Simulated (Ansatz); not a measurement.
SiH5TeCl (SMILES [SiH3]Cl.[TeH2]), singlet: a trajectory.

in.yaml

```yaml
crystal:
  periodic: [false, false, false]
  atoms:
    - {symbol: Si, position_ang: [0.102272, 0.115863, -1.487546]}
    - {symbol: Cl, position_ang: [-1.511043, -0.909239, -0.725232]}
    - {symbol: H, position_ang: [0.062858, 1.507015, -0.986157]}
    - {symbol: H, position_ang: [-0.016962, 0.097684, -2.964738]}
    - {symbol: H, position_ang: [1.344094, -0.567178, -1.063825]}
    - {symbol: Te, position_ang: [0.646216, 0.310978, 2.615605]}
    - {symbol: H, position_ang: [-0.932459, 0.718267, 2.331537]}
    - {symbol: H, position_ang: [0.305024, -1.273393, 2.280355]}
basis:
  gaussian: {orbitals: 6-31G}
hamiltonian: {xc: {name: revPBE}, dispersion: d4}
md: {n_steps: 80, timestep: 0.5, temperature: 700, ensemble: nvt_langevin, seed: 54, friction: 0.002, initial_velocities: maxwell_boltzmann}
```

Command:

```bash
ansatz run in.yaml --threads 4 --pin off --events-out ev --progress --plain --max-ram 9574MiB
```

What Ansatz 0.2.0 printed:

```
Functional definition: revPBE
  name "revPBE"
  cite "Zhang & Yang, Phys. Rev. Lett. 80, 890 (1998) doi:10.1103/PhysRevLett.80.890"
  cite "Perdew, Burke & Ernzerhof, Phys. Rev. Lett. 77, 3865 (1996) doi:10.1103/PhysRevLett.77.3865"
  parameter kappa = 1.245
  parameter beta = 0.06672455060314922
  exchange = pbe_x(kappa = kappa, mu = beta*pi^2/3)
  correlation = pbe_c(beta = beta)
Error: . the basis set 6-31G has no functions for Te
```

Hardware: 4 CPU threads of an Arm Neoverse V2, shared host. Wall time about 0.05 s.


The program refused the input.